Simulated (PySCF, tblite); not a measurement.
Calculations on `Br[Si](Br)(C(F)F)F`, in the order of a workflow; each names the level of the geometry that it ran on. Settings lines and outputs come from a driver script.

Compound: CHBr₂F₃Si.
Atom-mapped SMILES: `[F:1][CH:2]([F:3])[Si:4]([F:5])([Br:6])[Br:7]` (hydrogens: H8 on C2)

Step 1: GFN2-xTB geometry optimisation, gas phase (tblite 0.8.0) (from a force-field or distance-geometry start)
```json
{"job": {"kind": "relax", "xc": "GFN2-xTB", "basis": "xTB"}, "charge": 0, "multiplicity": 1}
```
```
step      E/eV     max force
  0    -731.00839    2.715
  1    -731.10739    0.927
  2    -731.12860    0.314
...
 20    -731.14803    0.026
 21    -731.14813    0.038
 22    -731.14827    0.042
 23    -731.14837    0.025
 24    -731.14840    0.008
```

Energy lowered by 3.2 kcal/mol over 24 steps; largest atomic force 0.008 eV/Å at the end. «max force» is the largest atomic force in eV/Å.

Hardware: one thread of an Arm Neoverse V1 (shared host). Cost: 0.16 s wall.

Step 2: GFN2-xTB harmonic vibrations, gas phase (tblite 0.8.0) (on the GFN2-xTB geometry)
```json
{"job": {"kind": "ir", "xc": "GFN2-xTB", "basis": "xTB"}, "charge": 0, "multiplicity": 1}
```
```
(table of modes left out)
```

18 modes from 23 to 2895 cm⁻¹ (unscaled, harmonic); zero-point energy 16.7 kcal/mol; all wavenumbers are real at this level.

On Arm Neoverse V1, one thread (shared host), this took 0.27 s wall.

Step 3: TDDFT wB97X-D/def2-SVPD, vertical, gas phase, core orbitals frozen in the response (PySCF 2.14.0, density-fitted response routines) (on the GFN2-xTB geometry)
```json
{"job": {"kind": "uv", "xc": "wB97X-D", "basis": "def2-SVPD", "nstates": 8, "ntriplets": 3}, "charge": 0, "multiplicity": 1}
```
```
...
Static polarisability (au): isotropic 78.572, principal 65.698 79.130 90.887
Singlet excitations
state   eV       nm        f      main configurations
  1   6.9897    177.4   0.05080   H->L 0.87
  2   7.1199    174.1   0.00229   H-2->L 0.89
  3   7.2168    171.8   0.08266   H-1->L 0.81
  4   7.5594    164.0   0.01897   H-3->L 0.75
  5   7.8277    158.4   0.00414   H-1->L+1 0.36, H-4->L 0.17, H-1->L+2 0.15
  6   7.8734    157.5   0.00022   H->L+2 0.43, H->L+1 0.36
  7   8.0189    154.6   0.02000   H-1->L+1 0.27, H-1->L+2 0.23, H-2->L+2 0.11
  8   8.2175    150.9   0.00445   H-1->L+2 0.17, H-4->L 0.16, H->L+2 0.14
Triplet excitations (Tamm-Dancoff, eV): 6.4381 6.6183 6.7104
```

HOMO -11.00 eV, LUMO 0.63 eV; lowest singlet 6.99 eV; lowest triplet 6.44 eV (Tamm–Dancoff); mean polarisability 78.6 au.

Time: 57 s; peak memory 0.87 GiB. Hardware: Arm Neoverse V1, one thread, shared host with 32 logical CPUs at a one-minute load of 22.

Geometry of the electronic-property runs (GFN2-xTB):
```
atom  x, y, z in Å
F1    -1.442    0.206   -1.306
C2    -1.036   -0.022   -0.032
F3    -1.493   -1.250    0.311
Si4    0.878    0.040    0.113
F5     1.166   -0.196    1.664
Br6    1.890   -1.521   -1.011
Br7    1.595    2.042   -0.374
H8    -1.548    0.710    0.610
```

 (This holds for the electronic-property runs.)

One conformer stands for the species.

wB97X-D is run here without its empirical dispersion term; that term would change no orbital, density or response property at a fixed geometry.
